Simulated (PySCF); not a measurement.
# Which determinant of AsSe lies lowest?

Unrestricted PBE0; PySCF, scalar-relativistic core potentials, basis sets As cc-pVDZ-PP with ECP10, Se cc-pVDZ-PP with ECP10. Outer shells of the fragments: As 3d10 4s2 4p3; Se 3d10 4s2 4p4.

Followed along the bond (rough minima from three points):

```json
{"2Ms+1": "2", "unpaired": "π ↑", "⟨S²⟩ at the start": "0.81", "R at minimum (Å)": "2.16", "Te (eV)": "0.00"}
{"2Ms+1": "4", "unpaired": "π ↑↑↑", "⟨S²⟩ at the start": "3.76", "R at minimum (Å)": "none in the scan", "Te (eV)": "≤ 1.46"}
{"2Ms+1": "6", "unpaired": "σ ↑, π ↑↑↑↑", "⟨S²⟩ at the start": "8.75", "R at minimum (Å)": "none in the scan", "Te (eV)": "≤ 5.00"}
```

Solutions found at the starting distance of 2.290 Å, counted from the lowest of them; the search is not exhaustive and high or unbound solutions are not listed, so other states can lie among these:

```
2Ms+1     unpaired   term  E (eV)  ⟨S²⟩  ⟨Lz²⟩  μ (D)
    2          π ↑     ²Π    0.00  0.81   1.00  -1.30
    4        π ↑↑↑     ⁴Π    1.32  3.76   1.00  -0.09
    2        π ↑↑↓  mixed    1.71  1.76   3.02  -0.08
    4    σ ↑, π ↑↑    ⁴Σ⁻    2.53  3.76   0.00  -1.18
    2          π ↑  mixed    3.01  0.75   3.01  -0.08
    2    σ ↓, π ↑↑  mixed    3.05  1.76   0.00  -1.14
    4    σ ↑, π ↑↑  mixed    4.63  3.76   2.01  -0.11
    2    σ ↓, π ↑↑  mixed    5.08  1.76   2.01  -0.11
    4    σ ↑, π ↑↑  mixed    5.14  3.75   2.01  -0.51
    4    σ ↑↑, π ↑     ⁴Π    5.53  3.82   1.00  -0.88
    6  σ ↑, π ↑↑↑↑    ⁶Σ⁺    6.10  8.75   0.00   2.75
    6  σ ↑↑, π ↑↑↑     ⁶Π    6.41  8.75   1.00   0.67
```

A term symbol is given only where ⟨S²⟩ and ⟨Lz²⟩ are close to those of a pure state; real π, δ and φ orbitals otherwise mix terms. A positive dipole means As(−)Se(+).

Spin–orbit coupling is left out. Counting both spins, an empty level lies below a filled one in some of these solutions, because spin and occupation are held.
